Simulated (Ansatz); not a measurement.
Q: Name a neutral molecule of Ga, S, Si and H with HOMO–LUMO gap (PBE/def2-TZVPP) between 3.75 and 4.05 eV and zero-point energy (PBE0-D4/def2-TZVP) between 139 and 155 kJ/mol (Ansatz, PBE0-D4/def2-TZVP geometry).

A: `[SiH3][S][GaH][SiH3]` (3.77 eV, 153.6 kJ/mol). Other molecules can fit too; these were computed, each in one conformer that needn't be the lowest.
